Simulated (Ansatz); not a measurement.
```yaml
crystal:
  periodic: [false, false, false]
  atoms:
    - {symbol: Cr, position_ang: [0.267631, 0.012838, 0.194538]}
    - {symbol: S, position_ang: [0.249560, -0.237397, 2.180560]}
    - {symbol: S, position_ang: [2.132736, 0.351654, -0.448732]}
    - {symbol: O, position_ang: [-0.766755, 1.367198, -0.181694]}
    - {symbol: H, position_ang: [-0.529137, 1.789904, -1.034115]}
    - {symbol: O, position_ang: [-0.321871, -1.419440, -0.609716]}
    - {symbol: h, position_ang: [-1.032153, -1.864756, -0.100842]}
basis:
  gaussian: {orbitals: aug-cc-pVDZ}
total_charge: -1
magnetization: {spin_polarized: true, initial_magnetization: 1}
hamiltonian: {xc: {name: r2SCAN0}}
scf: {omitted_lower_state_checks: [starts]}
```

```sh
$ ansatz run in.yaml --threads 4 --pin off --events-out ev --progress --plain --max-ram 3916MiB
```

Output, abridged:

```
Error: YAML parse error: error: line 10 column 16: `h` is not an element symbol (H … Og, case-exact)
 8 |     - {symbol: H, position_ang: [-0.529137, 1.789904, -1.034115]}
 9 |     - {symbol: O, position_ang: [-0.321871, -1.419440, -0.609716]}
10 |     - {symbol: h, position_ang: [-1.032153, -1.864756, -0.100842]}
11 | basis:
12 |   gaussian: {orbitals: aug-cc-pVDZ}
```

In this input an element symbol is wrong. The program refused the input.
